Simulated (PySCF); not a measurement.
**SMILES CO/C([O-])=C\C=C\C=O, [C$_{6}$H$_{7}$O$_{3}$]-, charge -1**

Molfile (atoms numbered from 1):
```
C6H7O3
     RDKit          3D

 16 15  0  0  0  0  0  0  0  0999 V2000
    2.9412    0.5848    0.9167 C   0  0  0  0  0  0  0  0  0  0  0  0
    1.6030    0.4311    0.5527 O   0  0  0  0  0  0  0  0  0  0  0  0
    1.3975   -0.2222   -0.6505 C   0  0  0  0  0  0  0  0  0  0  0  0
    2.3675   -0.6137   -1.2866 O   0  0  0  0  0  0  0  0  0  0  0  0
    0.0206   -0.3545   -0.9991 C   0  0  0  0  0  0  0  0  0  0  0  0
   -1.0427    0.1201   -0.2422 C   0  0  0  0  0  0  0  0  0  0  0  0
   -2.4069    0.0401   -0.5067 C   0  0  0  0  0  0  0  0  0  0  0  0
   -3.3663    0.5879    0.3873 C   0  0  0  0  0  0  0  0  0  0  0  0
   -4.5926    0.5928    0.2867 O   0  0  0  0  0  0  0  0  0  0  0  0
    2.9496    1.1259    1.8749 H   0  0  0  0  0  0  0  0  0  0  0  0
    3.5144    1.1561    0.1657 H   0  0  0  0  0  0  0  0  0  0  0  0
    3.4543   -0.3854    1.0383 H   0  0  0  0  0  0  0  0  0  0  0  0
   -0.1580   -0.8701   -1.9464 H   0  0  0  0  0  0  0  0  0  0  0  0
   -0.7686    0.6282    0.6934 H   0  0  0  0  0  0  0  0  0  0  0  0
   -2.7765   -0.4486   -1.4157 H   0  0  0  0  0  0  0  0  0  0  0  0
   -2.8839    1.0691    1.2931 H   0  0  0  0  0  0  0  0  0  0  0  0
  1  2  1  0
  2  3  1  0
  3  4  1  0
  3  5  2  0
  5  6  1  0
  6  7  2  0
  7  8  1  0
  8  9  2  0
  1 10  1  0
  1 11  1  0
  1 12  1  0
  5 13  1  0
  6 14  1  0
  7 15  1  0
  8 16  1  0
M  CHG  1   4  -1
M  END
```

The calculation used TDDFT CAM-B3LYP/aug-cc-pVDZ excited states, vertical, gas phase (PySCF 2.14.0). Geometry: PBE0-D3(BJ)/def2-SVP.

For a gas-phase anion, states above the detachment energy (about 2.3 eV, taken as minus the energy of the highest occupied orbital) lie in the continuum and depend on the basis.

**Question.** Give the one- and two-photon strengths of the lowest singlets.

**Answer.** δ for parallel linear polarisation; σ at the peak of a Lorentzian of half width 0.1 eV, single beam; Ω is circular over linear.
| state | E (eV) | f | photon λ (nm) | δ (au) | σ (GM) | Ω | main |
| --- | --- | --- | --- | --- | --- | --- | --- |
| S1 | 3.47 | 0.000 | 715 | 81.6 | 0.36 | 1.50 | HOMO→LUMO 0.73, HOMO→LUMO+2 0.19 |
| S2 | 3.64 | 0.000 | 681 | 47.6 | 0.23 | 1.50 | HOMO→LUMO+2 0.62, HOMO→LUMO+1 0.15 |
| S3 | 3.88 | 0.002 | 639 | 12.4 | 0.07 | 1.50 | HOMO→LUMO+1 0.57, HOMO→LUMO+4 0.16 |
| S4 | 4.16 | 0.838 | 595 | 46.8 | 0.30 | 1.39 | HOMO→LUMO+6 0.86 |
| S5 | 4.26 | 0.003 | 581 | 48.2 | 0.32 | 1.50 | HOMO→LUMO+5 0.62, HOMO→LUMO+4 0.22 |
| S6 | 4.31 | 0.063 | 576 | 80.6 | 0.55 | 0.26 | HOMO→LUMO+3 0.88 |

Among these, the strongest one-photon state is S4, the strongest two-photon state S6.
